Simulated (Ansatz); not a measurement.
AlH₅O₃Se (`[OH][Al-]([OH])([OH])[SeH2+]`) at its PBE0-D4/def2-TZVP geometry, where that method's forces vanish. Total charge 0; spin multiplicity 1.

```xyz
10

O    -0.9351    1.1608   -0.9013
Al    0.0441   -0.2076   -0.5990
O     1.6994   -0.1193   -1.0158
O    -0.7198   -1.7350   -0.5184
Se    0.4226    0.0648    2.0345
H    -1.8644    1.0567   -1.0974
H     2.0342    0.6126   -1.5306
H    -0.2446   -2.5329   -0.7428
H    -1.0030    0.1739    2.3684
H     0.5666    1.5259    2.0024
```

What forces (eV/Å) does ωB97M-V/def2-TZVPP give on these atoms in Ansatz 0.2.0? (An estimate is asked.)

Computed: 
```
O1  -0.071  0.017  0.000
Al2 -0.007 -0.011 -0.065
O3   0.049  0.051 -0.026
O4   0.019 -0.072 -0.002
Se5 -0.098  0.139  0.096
H6   0.018  0.033  0.003
H7   0.020 -0.029  0.011
H8  -0.036  0.002  0.011
H9   0.111 -0.014 -0.027
H10 -0.006 -0.116 -0.001
```
